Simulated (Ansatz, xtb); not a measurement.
## C4H4F3P: which of two isomers lies lower

Structure X is `FC(F)(F)CCC#P`, a singlet and structure Y is `CP1C=C1C(F)(F)F`, a singlet. Both are isolated molecules in the gas phase, relaxed with r2SCAN-D4/def2-SVP; each stands in its lowest conformer found.

X (Å):

```yaml
atoms:
  - { symbol: C, position_ang: [-0.2150, 0.7540, -2.6265] }
  - { symbol: C, position_ang: [-0.5930, 0.7698, -1.1682] }
  - { symbol: C, position_ang: [-0.0866, -0.4790, -0.4330] }
  - { symbol: C, position_ang: [-0.4407, -0.4825, 0.9793] }
  - { symbol: F, position_ang: [-0.6616, 1.8503, -3.2580] }
  - { symbol: F, position_ang: [-0.7293, -0.3174, -3.2605] }
  - { symbol: F, position_ang: [1.1211, 0.7065, -2.7918] }
  - { symbol: P, position_ang: [-0.8309, -0.4619, 2.4833] }
  - { symbol: H, position_ang: [-1.6895, 0.8421, -1.1062] }
  - { symbol: H, position_ang: [-0.1721, 1.6836, -0.7219] }
  - { symbol: H, position_ang: [-0.4984, -1.3821, -0.9205] }
  - { symbol: H, position_ang: [1.0121, -0.5451, -0.5395] }
```

Y (Å):

```tsv
atom	x (Å)	y (Å)	z (Å)
C	-1.3771	0.6362	1.2731
C	1.2699	0.1042	0.1790
C	0.5115	-0.7873	-0.4036
C	0.2453	-1.4541	-1.6997
F	0.2776	-2.7889	-1.5813
F	-0.9730	-1.1157	-2.1588
F	1.1449	-1.1033	-2.6320
P	0.0256	-0.5909	1.3563
H	-2.3307	0.1014	1.4148
H	-1.4082	1.1773	0.3151
H	-1.2790	1.3605	2.0987
H	2.1037	0.7894	0.0192
```

Quicker runs give these differences E(Y) − E(X): GFN2-xTB +92.6 kJ/mol; HF/STO-3G +70.2 kJ/mol (at GFN2-xTB geometries); r2SCAN-D4/def2-SVP//GFN2-xTB +99.3 kJ/mol.

Problem. Estimate E(Y) − E(X) at the level CCSD(T)/def2-SVP + ΔMP2/def2-TZVPP.

Solution. Calculated at CCSD(T)/def2-SVP + ΔMP2/def2-TZVPP: E(Y) − E(X) = +104.7 kJ/mol, so structure X lies lower.

Level by level:

```
                             level            geometry  E(Y) − E(X) (kJ/mol)  departure from the last row (kJ/mol)  job, with rough time for the two
                          GFN2-xTB            GFN2-xTB                   +92.6                                 −12.1              optimisation, 0.14 s
                         HF/STO-3G            GFN2-xTB                   +70.2                                 −34.5               single point, 0.4 s
      r2SCAN-D4/def2-SVP//GFN2-xTB            GFN2-xTB                   +99.3                                  −5.4               single point, 3.9 s
                r2SCAN-D4/def2-SVP  r2SCAN-D4/def2-SVP                   +95.3                                  −9.4                optimisation, 79 s
                       HF/def2-SVP  r2SCAN-D4/def2-SVP                  +110.9                                  +6.1           part of the CCSD(T) run
                      MP2/def2-SVP  r2SCAN-D4/def2-SVP                  +134.5                                 +29.8           part of the CCSD(T) run
                  CCSD(T)/def2-SVP  r2SCAN-D4/def2-SVP                  +129.2                                 +24.5                      single point
CCSD(T)/def2-SVP + ΔMP2/def2-TZVPP  r2SCAN-D4/def2-SVP                  +104.7                                                      single point, 76 s
```

As drawn, Y has 3 C–P, 1 C=C in place of 2 C–C, 1 C≡P. Structure X has no ring, Y a 3-membered ring.

None of the levels shown reverses the order. The largest departure from CCSD(T)/def2-SVP + ΔMP2/def2-TZVPP is that of HF/STO-3G, 34.5 kJ/mol. The last row adds to CCSD(T) the change of the MP2 difference between the two basis sets, here −24.5 kJ/mol, a large step that makes the value less sure.

With thermal terms from frequencies at re-optimised GFN2-xTB minima (ideal gas, soft modes damped towards free rotors, one conformer each, 298.15 K, 1 atm): on the last row, ΔE + ΔZPE = +94.2, ΔH = +96.0, ΔG = +93.2 kJ/mol.

The correlated steps freeze 12 core orbitals. Codes used: Ansatz 0.2.0, xtb 6.7.1; the last row on 4 threads of Arm Neoverse V1 on a shared host.
